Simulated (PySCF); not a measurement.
## Two-component Hartree-Fock for Lu⁺ (lutetium, charge +1)

Start: [Xe] 4f14 6s2. Calculated with PySCF 2.14 in x2c-TZVPall-2c: generalised Hartree-Fock with the X2C-1e Hamiltonian and a Gaussian nucleus; spin-orbit coupling (SO) screened by Boettger's factors. This is a chosen level, not necessarily the ground level.

```
spinor shell  electrons  ε, screened SO (eV)  weight of nominal j (screened SO)  rms radius, screened SO (bohr)
       1s1/2          2             -63641.8                              1.000                          0.0219
       2s1/2          2             -10973.6                              1.000                          0.0884
       2p1/2          2             -10454.4                              1.000                          0.0754
       2p3/2          4              -9331.5                              1.000                          0.0825
       3s1/2          2              -2551.4                              1.000                           0.227
       3p1/2          2              -2321.9                              1.000                           0.218
       3p3/2          4              -2077.9                              1.000                           0.232
       3d3/2          4              -1692.8                              1.000                           0.206
       3d5/2          6              -1640.0                              1.000                           0.210
       4s1/2          2              -544.34                              1.000                           0.509
       4p1/2          2              -449.49                              1.000                           0.520
       4p3/2          4              -393.50                              1.000                           0.552
       4d3/2          4              -237.06                              1.000                           0.585
       4d5/2          6              -226.52                              1.000                           0.597
       5s1/2          2              -82.604                              1.000                            1.26
       5p1/2          2              -53.106                              1.000                            1.41
       5p3/2          4              -45.676                              1.000                            1.53
       4f5/2          6              -32.223                              1.000                           0.790
       4f7/2          8              -30.655                              1.000                           0.800
       6s1/2          2              -12.781                              1.000                            3.63
```

```csv
quantity,screened SO
E (hartree),-14566.66459
M_J,0
⟨J²⟩,0.000
⟨L²⟩,0.108
⟨S²⟩,0.108
```

Breit and QED terms are absent; they matter most for the inner s and p1/2 levels.

Densities and radii are taken from the X2C orbitals without a picture-change correction, which distorts them close to the nucleus.
